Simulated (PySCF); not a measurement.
## Identify the compound

Molecular formula: C₇H₁₂OSi. Simulated spectra:

1H NMR (300 MHz, computed): δ 9.59 (t, 1H), 4.85 (m, 2H), 3.41 (d, 2H), 2.30 (q, 2H), 1.75 (m, 2H), 1.16 (t, 3H).

13C{1H} NMR (computed): δ 196.0 (CH), 159.8 (C), 150.5 (C), 53.2 (CH2), 28.9 (CH2), 18.7 (CH2), 18.6 (CH3).

How the numbers were obtained: NMR shieldings at PBE0/pcSseg-1/GIAO, structure optimised with GFN2-xTB, in PySCF (one conformer, no solvent model, non-relativistic Hamiltonian, one averaged value for each set of equivalent atoms).

Scale: TMS for 1H, 13C (reference shieldings calculated alike).

Task: Which candidate is it?
A. C=CCC(=C=O)[SiH2]CC
B. CCC1=C(CC=O)C[SiH2]1
C. C#C[Si@]1(C)C[C@H](CO)C1
D. C/C=C(\[SiH3])C1CC(=O)C1

Result: B. 

1. Rings plus π bonds: 3 (1 ring in the answer).
2. 7 carbon signals for 7 carbons: no two carbons are equivalent.
3. Carbon types of the structure: 2 × C, 1 × CH, 3 × CH2, 1 × CH3, leaving 2 H on heteroatoms.
4. δC 196.0: aldehyde carbonyl carbon; the double bond to the heteroatom, with no lone-pair donor beside it, deshields it most.
5. δC 159.8, 150.5: fully substituted alkene carbon; an sp2 carbon of a C=C bond.
6. δC 28.9: allylic sp3 CH2; aliphatic region, no heteroatom directly attached.
7. δH 9.59: hydrogen on an aldehyde carbonyl carbon; the C=O anisotropy and electron withdrawal place aldehyde protons far downfield.
8. δH 2.30: hydrogen on an allylic sp3 CH2; allylic position.

The others: C#C[Si@]1(C)C[C@H](CO)C1 would give 6 carbon signals, not 7; C=CCC(=C=O)[SiH2]CC would give 7 signals for carbon-bound and other non-exchanging H, not 6; C/C=C(\[SiH3])C1CC(=O)C1 would give 6 carbon signals, not 7.

Shifts are as computed. Against solution values, carbons near 30 ppm lie about +3 ppm off and those near 130 ppm about +5 ppm. Of 1309 compounds with measured shifts, 239 miss one by over three times the rms of a fit or turn the order of signals round; such compounds aren't used in these exercises. No couplings were computed; multiplicities are counted from neighbouring protons, with m where these are inequivalent, close in shift, in a saturated or five-membered ring or joined by F or P, and br s for small geminal =CH2 splittings.
